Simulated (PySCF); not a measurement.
Isomers of C6H11NO2Si, one GFN2-xTB conformer each. Single-point energies are computed at PBE0/pcSseg-1 (PySCF, gas phase, no added dispersion term), electronic only.

Question: Rank them by PBE0/pcSseg-1 energy, lowest first (kJ/mol).
A. `[CH3:1][CH2:2][NH:3][C:4](=[O:5])[C@@H:6]1[SiH2:7][CH2:8][C:9]1=[O:10]` with C1–C2–N3–C4 104°, C2–N3–C4–O5 7°, N3–C4–C6–Si7 152°, C4–C6–Si7–C8 -128°, C6–Si7–C8–C9 9°, Si7–C8–C9–O10 163°, C4–C6–C9–C8 132°
B. `[CH2:1]=[CH:2][CH2:3][C@@:4]([C:5]#[N:6])([O:7][CH3:8])[O:9][SiH3:10]` with C1–C2–C3–C4 -122°, C2–C3–C4–C5 176°, C3–C4–O7–C8 178°, C3–C4–O9–Si10 64°
C. `[CH3:1][O:2][Si@@H:3]([OH:4])[n:5]1[cH:6][cH:7][c:8]([CH3:9])[cH:10]1` with C1–O2–Si3–O4 54°, O2–Si3–O4–H 163°, O2–Si3–N5–C6 20°
D. `[CH3:1][O:2][Si@H:3]([OH:4])[n:5]1[cH:6][cH:7][cH:8][c:9]1[CH3:10]` with C1–O2–Si3–O4 -55°, O2–Si3–O4–H -171°, O2–Si3–N5–C6 123°
E. `[CH3:1][CH2:2][C@@H:3]([C:4]#[N:5])[SiH2:6][O:7][C:8]([CH3:9])=[O:10]` with C1–C2–C3–C4 63°, C2–C3–Si6–O7 -176°, C3–Si6–O7–C8 178°, Si6–O7–C8–C9 -176°

Answer: D (0.0), C (4.0), E (130.0), A (230.8), B (377.2).

As drawn, the lowest has an aromatic ring and an O–H bond, which the highest lacks; the highest has a C≡N group and a C=C bond outside aromatic rings, which the lowest lacks. Neighbours under 10 kJ/mol apart (CO[Si@H](O)n1cccc1C and CO[Si@@H](O)n1ccc(C)c1) can change places with a better method, another conformer or zero-point energy. GFN2-xTB itself gives, in the same order: 0.0, 2.9, 236.2, 350.2, 374.3. Both levels put the same isomer lowest; measured from each level's own lowest isomer, the values differ by up to 119.4 kJ/mol (CCNC(=O)[C@@H]1[SiH2]CC1=O: 350.2 against 230.8).

Which frontier levels, dipoles and rotational constants go with these structures?

| SMILES | HOMO (eV, PBE0/pcSseg-1) | LUMO (eV) | dipole (D) | A, B, C (MHz) |
| --- | --- | --- | --- | --- |
| CO[Si@H](O)n1cccc1C | -5.80 | 0.72 | 2.36 | 2016, 854.2, 656.1 |
| CO[Si@@H](O)n1ccc(C)c1 | -5.97 | 0.77 | 1.96 | 2949, 621.9, 531.7 |
| CC[C@@H](C#N)[SiH2]OC(C)=O | -8.43 | -0.13 | 2.99 | 2428, 561.3, 482.1 |
| CCNC(=O)[C@@H]1[SiH2]CC1=O | -7.17 | -1.12 | 1.75 | 1971, 751.7, 604.8 |
| C=CC[C@@](C#N)(OC)O[SiH3] | -7.83 | -0.11 | 2.46 | 1262, 975.5, 781.6 |

As an exercise, what shares would exp(−E/RT) give at 2000 K from these electronic energies alone (no entropy, no degeneracies)?

RT = 16.629 kJ/mol: CO[Si@H](O)n1cccc1C 55.9 %, CO[Si@@H](O)n1ccc(C)c1 44.0 %, CC[C@@H](C#N)[SiH2]OC(C)=O under 0.1 %, CCNC(=O)[C@@H]1[SiH2]CC1=O under 0.1 %, C=CC[C@@](C#N)(OC)O[SiH3] under 0.1 %.
